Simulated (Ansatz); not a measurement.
BrFHOSn, SMILES `[OH][Sn]([F])[Br]` radical. Charge 0, multiplicity 2. Sn takes the def2 core potential. Geometry: relaxed with PBE0-D4/def2-TZVP. It is a higher conformer; a search finds a lower one.

```xyz
5

O    -0.516   -1.332    0.060
Sn   -0.231    0.515   -0.531
F     1.225    0.292   -1.755
Br    0.579    1.921    1.371
H    -1.057   -1.396    0.854
```

Task: What is the dipole moment at r2SCAN/def2-TZVPP? (Best estimate.)

Result: Ansatz gave: 3.18 D, with components (-3.03, 0.37, 0.89) D in this frame, pointing from negative to positive charge.

Task: And with PBE, B3LYP, ωB97M-V? (Best estimate.)

Result: Computed: PBE 3.05 D, B3LYP 3.29 D, ωB97M-V 3.32 D.

Task: Give the Mulliken charges with r2SCAN, PBE, B3LYP in def2-TZVPP. (Estimate.)

Result: Ansatz gave: 
```json
{"atom": "O1", "r2SCAN": "-0.49", "PBE": "-0.43", "B3LYP": "-0.48"}
{"atom": "Sn2", "r2SCAN": "1.04", "PBE": "0.94", "B3LYP": "1.05"}
{"atom": "F3", "r2SCAN": "-0.45", "PBE": "-0.41", "B3LYP": "-0.46"}
{"atom": "Br4", "r2SCAN": "-0.30", "PBE": "-0.28", "B3LYP": "-0.30"}
{"atom": "H5", "r2SCAN": "0.20", "PBE": "0.18", "B3LYP": "0.18"}
```

B3LYP here is the variant with VWN-RPA as its local correlation; programs differ in this.
